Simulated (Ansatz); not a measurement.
Compare A (`NB[SiH2][SeH]`) with its isomer B (`[SiH3]NB[SeH]`).

Computed with Ansatz on PBE0-D4/def2-TZVP structures; ΔE is electronic, products minus reactants. CCSD(T)/CBS is the MP2 limit (def2-TZVPP, def2-QZVPP) plus CCSD(T) − MP2 in def2-TZVPP, frozen cores. DFT in def2-TZVPP. B3LYP here is the variant with VWN-RPA as its local correlation; programs differ in this. For Se outer-core shells are correlated without core-valence functions, which leaves a few kJ/mol of doubt a bond. Scalar relativity is left out up to krypton. One conformer a species, not always the lowest.

Q: Which is lower in electronic energy at CCSD(T)/CBS, and by how much? (An estimate is asked.)

A: Ansatz gave: B, by 13.5 kcal/mol.

Q: Give E(B) − E(A) in kcal/mol with B3LYP-D4, B3LYP, HF/def2-TZVPP, CCSD(T)/def2-TZVPP, PBE0-D4, B2PLYP, ωB97M-V. (Estimate.)

A: Computed: B3LYP-D4 -12.8, B3LYP -12.7, HF/def2-TZVPP -16.3, CCSD(T)/def2-TZVPP -14.3, PBE0-D4 -10.5, B2PLYP -14.0, ωB97M-V -13.3. None reverses the order clearly.

Largest T1 diagnostic: 0.012.

From PBE to PBE0 (25 % exact exchange), in def2-TZVPP and without D4, E(B) − E(A) moves by −1.1 kcal/mol.
